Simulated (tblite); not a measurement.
Compound: C5H10GeSi.
SMILES with atom numbers: `[CH3:1]/[CH:2]=[CH:3]\[GeH2:4][C:5]#[C:6][SiH3:7]` (hydrogens: H8, H9, H10 on C1; H11 on C2; H12 on C3; H13, H14 on Ge4; H15, H16, H17 on Si7)

Computed with GFN2-xTB (tblite), gas phase: L-BFGS steps from a force-field or distance-geometry start until the largest atomic force falls under 0.01 eV/Å.

Step 92: E = -526.3286 eV
```
atom  x, y, z in Å  |  force x, y, z in eV/Å
C1     -2.3075    0.8799    0.6539   -0.022  -0.010   0.038
C2     -2.4423   -0.4836    0.0716   -0.026   0.021   0.028
C3     -1.6848   -0.9796   -0.8962    0.020  -0.011  -0.030
Ge4    -0.2163   -0.0422   -1.7717   -0.022   0.073  -0.033
C5      1.2142    0.2921   -0.5647    0.007   0.001  -0.007
C6      2.1361    0.4759    0.1992   -0.008   0.005  -0.019
Si7     3.6057    0.8083    1.2693    0.009   0.017   0.010
H8     -2.0143    0.8136    1.7031    0.000  -0.019  -0.040
H9     -1.5575    1.4586    0.1179    0.015   0.004   0.004
H10    -3.2641    1.4016    0.6152    0.017   0.006  -0.016
H11    -3.2366   -1.0845    0.5023   -0.015  -0.036   0.017
H12    -1.8701   -1.9916   -1.2372   -0.007   0.025   0.018
H13     0.3436   -0.8703   -2.8931   -0.024  -0.026  -0.005
H14    -0.6335    1.2886   -2.3515    0.033  -0.054   0.020
H15     3.1516    1.2434    2.5940   -0.007  -0.019  -0.018
H16     4.3999   -0.4194    1.3673   -0.012   0.003   0.012
H17     4.3689    1.8707    0.6107    0.041   0.019   0.022
```

Step 93: E = -526.3295 eV
```
atom  x, y, z in Å  |  force x, y, z in eV/Å
C1     -2.2908    0.8764    0.6620   -0.009   0.006   0.029
C2     -2.4433   -0.4804    0.0695   -0.037   0.021   0.043
C3     -1.6909   -0.9770   -0.9013    0.034  -0.021  -0.053
Ge4    -0.2195   -0.0465   -1.7793   -0.008   0.057  -0.011
C5      1.2096    0.2891   -0.5707    0.004   0.007  -0.020
C6      2.1330    0.4771    0.1901    0.000  -0.004   0.002
Si7     3.5939    0.8124    1.2717    0.014   0.020   0.011
H8     -1.9918    0.7947    1.7079    0.002  -0.010  -0.018
H9     -1.5370    1.4534    0.1285    0.012  -0.013   0.002
H10    -3.2401    1.4103    0.6339   -0.009   0.011  -0.013
H11    -3.2432   -1.0767    0.4977    0.003  -0.025   0.013
H12    -1.8829   -1.9861   -1.2455   -0.017   0.011   0.003
H13     0.3430   -0.8811   -2.8938   -0.025  -0.032  -0.012
H14    -0.6314    1.2808   -2.3674    0.025  -0.037   0.018
H15     3.1254    1.2482    2.5918   -0.002  -0.023  -0.027
H16     4.3990   -0.4076    1.3783   -0.028  -0.001   0.012
H17     4.3600    1.8745    0.6168    0.041   0.033   0.020
```

Question: Estimate the geometry and energy of step 94. (The exact step hangs on the optimiser's Hessian estimate; all steps are aligned on step 93, rigid shifts and turns removed.)

Answer: E = -526.3300 eV, largest force 0.054 eV/Å
```
atom  x, y, z in Å  |  force x, y, z in eV/Å
C1     -2.2772    0.8740    0.6711    0.003  -0.001   0.008
C2     -2.4434   -0.4770    0.0684   -0.005  -0.002  -0.004
C3     -1.6965   -0.9737   -0.9081   -0.003  -0.010  -0.011
Ge4    -0.2213   -0.0498   -1.7873    0.006   0.019   0.005
C5      1.2055    0.2879   -0.5758    0.011   0.011  -0.022
C6      2.1293    0.4774    0.1842    0.009  -0.006   0.016
Si7     3.5843    0.8164    1.2740    0.015   0.013  -0.006
H8     -1.9722    0.7786    1.7139   -0.005   0.000  -0.007
H9     -1.5215    1.4510    0.1395    0.011  -0.027  -0.001
H10    -3.2214    1.4166    0.6519   -0.018   0.009  -0.002
H11    -3.2470   -1.0708    0.4943    0.018  -0.012   0.010
H12    -1.8967   -1.9803   -1.2565   -0.018   0.028   0.005
H13     0.3428   -0.8938   -2.8945   -0.028  -0.029  -0.008
H14    -0.6279    1.2715   -2.3863    0.015  -0.008   0.014
H15     3.1063    1.2519    2.5904   -0.003  -0.021  -0.024
H16     4.3982   -0.3978    1.3892   -0.043   0.003   0.007
H17     4.3518    1.8794    0.6217    0.036   0.034   0.022
```

The energy changes by -0.0005 eV. The first-order estimate −F·Δx gives -0.0008 eV and the mean of the old and new forces, exact on a quadratic surface, -0.0005 eV. The step makes an angle of 85° with the force vector and moves no atom by more than 0.027 Å.

The cost below is that of the whole relaxation. Hardware: one thread of an Intel Xeon at 2.50 GHz, shared host with 64 logical CPUs at a one-minute load of 62. Cost: 2.6 s wall.
